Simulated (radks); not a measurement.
All-electron atom: Er14+ in [Kr] 4d10 4f7 5s1 (the NIST ground configuration). Calculated with a radial shooting solver on a logarithmic mesh with Libxc functionals: non-relativistic Kohn-Sham, PBE, spin-polarised, spherical densities, point nucleus; open shells are filled with parallel spins first (spin-orbit coupling, left out, can overturn this in heavy ions); relativity is left out, which matters for an element this heavy.

Normalised radial functions P(r) = r R(r), r in bohr:

r,4d up,4f up,4f down
0.002461,0.0001,0.0000,0.0000
0.003205,0.0002,0.0000,0.0000
0.004173,0.0004,0.0000,0.0000
0.005477,0.0010,0.0000,0.0000
0.007132,0.0021,0.0000,0.0000
0.009362,0.0045,0.0000,0.0000
0.01219,0.0093,0.0001,0.0001
0.016,0.0193,0.0003,0.0003
0.02083,0.0383,0.0008,0.0008
0.02735,0.0751,0.0021,0.0021
0.03561,0.1386,0.0052,0.0052
0.04674,0.2466,0.0131,0.0131
0.06086,0.4024,0.0306,0.0306
0.07989,0.6059,0.0694,0.0693
0.104,0.7948,0.1439,0.1437
0.1355,0.8702,0.2761,0.2755
0.1778,0.6843,0.4908,0.4896
0.2315,0.1655,0.7693,0.7664
0.3039,-0.6076,1.0736,1.0676
0.3957,-1.2674,1.2867,1.2786
0.5194,-1.4966,1.3139,1.3090
0.6763,-1.2185,1.1239,1.1242
0.8877,-0.6921,0.7778,0.7828
1.156,-0.2711,0.4214,0.4305
1.517,-0.0627,0.1568,0.1635
1.976,-0.0081,0.0376,0.0400
2.593,-0.0004,0.0045,0.0050
3.377,0.0000,0.0002,0.0003

4d up: eigenvalue -460.83 eV, 1 radial node at r = 0.246 bohr, <r> = 0.561 bohr, 90 % of the charge inside 0.833 bohr. 4f up: eigenvalue -294.79 eV, 0 radial nodes, <r> = 0.597 bohr, 90 % of the charge inside 0.939 bohr. 4f down (empty): eigenvalue -285.96 eV, 0 radial nodes, <r> = 0.600 bohr, 90 % of the charge inside 0.948 bohr.
